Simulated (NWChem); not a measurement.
Species: SiHSCl2F; SMILES Cl[Si](S)(F)Cl

```xyz
6

F     -0.0247     0.1551     1.8606
Si    -0.0076     0.0142     0.2642
S      0.7942    -1.8554    -0.3418
Cl    -1.9347     0.0977    -0.4129
Cl     1.0701     1.6174    -0.4290
H      2.0274    -1.6251     0.1635
```
Atoms are numbered in this order, from 1.

All runs: NWChem. Pople sets run with spherical d functions. STO-3G and 3-21G are far too small for this property and stand as cheap habits. Structure relaxed at the B3LYP/6-31G* (spherical d) level. B3LYP is NWChem's, with the RPA form of VWN correlation. Field at 589 nm.

Order these runs by computing time, cheapest first, and give rough ratios: B3LYP/aug-cc-pVDZ; B3LYP/def2-SVPD; B3LYP/STO-3G; B3LYP/def2-SVP.

B3LYP/STO-3G (1), B3LYP/def2-SVP (6), B3LYP/def2-SVPD (20), B3LYP/aug-cc-pVDZ (70). Ratios are rough, from one shared machine; the cheapest took around 9 core-seconds (rough). What differs between the cheapest and the dearest: isotropic polarisability (bohr³) 27.6 → 73.9; anisotropy (bohr³) 18.8 → 20.0.
